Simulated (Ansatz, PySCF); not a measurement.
Reaction (SMILES): C=C (C2H4) [ethene] → C=C (C2H4) as triplet, charge 0
Geometries: B3LYP-D3(BJ)/def2-TZVP minima from Ansatz (a program for electronic structure). A spin state is the lowest found, not a proven ground state.

Property: adiabatic triplet-singlet gap (0 K, with B3LYP-D3(BJ) harmonic zero-point energies from PySCF), in eV. Cores are frozen in the correlated levels unless marked. Open shells are spin-unrestricted. Spin-orbit coupling is left out. Non-relativistic unless marked X2C. CBS(X,Y): correlation extrapolated as X^-3; Hartree-Fock from the larger set. The bracket is a focal-point correction in the basis named.

```csv
level,program,adiabatic triplet-singlet gap (eV)
HF/cc-pVDZ,Ansatz,1.72
HF/cc-pwCVTZ,Ansatz,1.75
```

### Question
Predict the RI-MP2/CBS(aug-cc-pVTZ,aug-cc-pVQZ)+[CCSD(T)-MP2]/aug-cc-pVTZ result (Ansatz).

### Answer
2.85 eV, so HF/cc-pwCVTZ differs from it by -1.10 eV.
